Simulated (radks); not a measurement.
Results of a calculation; reference values are marked as such.
Task: These are the eigenvalues of the occupied orbitals of an atom or ion with whole-number occupations (Ry). Code: a radial shooting solver on a logarithmic mesh with Libxc functionals. Model: Dirac Kohn-Sham, BLYP, spin-unpolarised, spherical densities, finite nucleus; Fermi nuclear charge, rms radius of each element as measured or else 0.836 A^(1/3) + 0.57 fm.

| orbital | eigenvalue |
|---|---|
| 1s1/2 | -6371.312 |
| 2s1/2 | -1209.139 |
| 2p1/2 | -1164.682 |
| 2p3/2 | -1012.911 |
| 3s1/2 | -358.2976 |
| 3p1/2 | -338.3112 |
| 3p3/2 | -304.2618 |
| 3d3/2 | -271.2839 |
| 3d5/2 | -264.0185 |
| 4s1/2 | -143.2939 |
| 4p1/2 | -134.5895 |
| 4p3/2 | -124.8990 |
| 4d3/2 | -110.7528 |
| 4d5/2 | -108.7808 |
| 4f5/2 | -91.33481 |

Which element is it, and in what charge state? The configuration may be excited. Open shells, if any, fill j = l - 1/2 first.

Result: Z = 81, thallium, charge +33: Tl33+ in [Kr] 4d10 4f2. The list shows which subshells hold electrons but not how many an open one holds; the 1s level, -3185.7 hartree, gives Z - s = 79.8 by -(Z - s)^2/2, which with screening and relativity narrows Z to a few neighbours, and the depths of the outer levels then fix element, charge and occupations together.
